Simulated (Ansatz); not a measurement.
`[SiH]N([SiH3])[SiH3]` + H–F → `F[SiH]` + `[SiH3]N[SiH3]`  (ligand exchange at the Si–N bond)

Computed with Ansatz on PBE0-D4/def2-TZVP structures; ΔE is electronic, products minus reactants. CBS: def2 TZ/QZ extrapolation, frozen cores. Functionals use def2-TZVPP. HSE06 is defined as in plane-wave codes.

(1) Is it downhill or uphill in electronic energy at CCSD(T)/CBS, and by how much? (Estimate.)

(2) What do these levels give: BLYP-D4, PBE0-D4, HSE06-D4, ωB97X-V, BLYP, r2SCAN, PBE0, MP2/def2-SVP, MP2/def2-TZVPP, HF/cc-pV(D+d)Z, CCSD/cc-pV(D+d)Z, HF/CBS(cc)? (Estimate.)

Largest T1 diagnostic among the species: 0.015.

## Answers

(1) The calculation gave: Downhill: ΔE = -8.8 kcal/mol.

(2) The calculation gave: BLYP-D4 -9.9, PBE0-D4 -7.9, HSE06-D4 -7.9, ωB97X-V -11.4, BLYP -15.0, r2SCAN -10.2, PBE0 -10.1, MP2/def2-SVP -7.3, MP2/def2-TZVPP -7.3, HF/cc-pV(D+d)Z -13.3, CCSD/cc-pV(D+d)Z -8.1, HF/CBS(cc) -17.5 kcal/mol.

The D4 term adds +4.1 kcal/mol with B3LYP and +2.2 kcal/mol with PBE0; it sums over pairs of atoms, weighted by their polarisabilities, and B3LYP, whose exchange is more repulsive, gets the larger term. In def2-TZVPP, CCSD(T) changes the Hartree–Fock value by +7.9 kcal/mol (the triples alone add +1.6 kcal/mol) and MP2 by +9.3 kcal/mol. At CCSD(T), def2-SVP lies +0.8 kcal/mol from the extrapolated value and def2-TZVPP +0.2 kcal/mol.

B3LYP here is the variant with VWN-RPA as its local correlation; programs differ in this.
